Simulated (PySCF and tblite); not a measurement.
C8H11NO, numbered as in [CH3:1][CH2:2][n:3]1[cH:4][cH:5][c:6]([C:7]([CH3:8])=[O:9])[cH:10]1.

Free energies: PBE0-D3(BJ)/6-31G* on GFN2-xTB structures plus GFN2-xTB thermal terms, symmetry and mirror images included. Conformers within 2.5 kcal/mol (GFN2-xTB free energy) were kept, 5 at most. GIAO shieldings: PBE0/6-31G*. Shifts are against TMS (¹H), TMS (¹³C), NH3 (¹⁵N) at the same level. Programs: PySCF with density fitting and tblite.

(1) What shifts does this protocol give at 298.15 K under fast conformational exchange?

(2) How do the conformers differ?

Unscaled ¹⁵N shifts at such levels can be off by tens of ppm; differences between conformers or isomers are more reliable. Shifts are unscaled: against experiment ¹³C can be off by 15 ppm or more and ¹H by 0.8 ppm.

Answers

(1) ¹H: 7.07 (H10, 1H), 6.49 (H5, 1H), 6.30 (H4, 1H), 3.97 (H2, 2H), 2.19 (H8, 3H), 1.38 (H1, 3H) ppm. ¹³C: 181.0 (C7), 121.3 (C6), 117.1 (C10), 112.4 (C4), 106.1 (C5), 45.5 (C2), 27.7 (C8), 20.6 (C1) ppm. ¹⁵N: 162.4 (N3) ppm.

(2) Torsions listed: C1–C2–N3–C4, C5–C6–C7–O9. Of a mirror pair one member is shown.
```
conformer       shape  weight %
        1  -87°, 179°      67.2
        2     87°, 0°      32.8
```

```
signal      1      2  average
    H1   1.38   1.37     1.38
    H2   3.98   3.96     3.97
    H4   6.27   6.35     6.30
    H5   6.35   6.77     6.49
    H8   2.20   2.19     2.19
   H10   7.19   6.82     7.07
    C1   20.6   20.6     20.6
    C2   45.6   45.5     45.5
    C4  112.0  113.1    112.4
    C5  105.6  106.9    106.1
    C6  121.1  121.6    121.3
    C7  181.6  180.0    181.0
    C8   27.9   27.4     27.7
   C10  117.3  116.7    117.1
    N3  163.0  160.9    162.4
```


¹⁵N shifts are against a computed isolated NH3 molecule, about 20 ppm from the liquid.